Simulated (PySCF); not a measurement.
Vertical excitations of a molecule C4H4ClF from PySCF 2.14.0 with TDA-PBE/def2-SVPD, as energy in eV (oscillator strength): 5.17 (0.000), 5.43 (0.771), 5.71 (0.001), 5.75 (0.029), 5.93 (0.000), 6.61 (0.010), 6.83 (0.000), 7.05 (0.009), 7.27 (0.127), 7.32 (0.005). Lowest triplet (TDA): 2.93 eV. The structure is a stationary point at B3LYP-D3(BJ)/def2-SVP. The values are those of a single conformer.

Task: Which molecule gave these data?
A) F/C=C\C=C/Cl
B) CC(Cl)=C=CF
C) C=C(F)/C=C\Cl
D) C=C=C[C@H](F)Cl

Result: C, C=C(F)/C=C\Cl
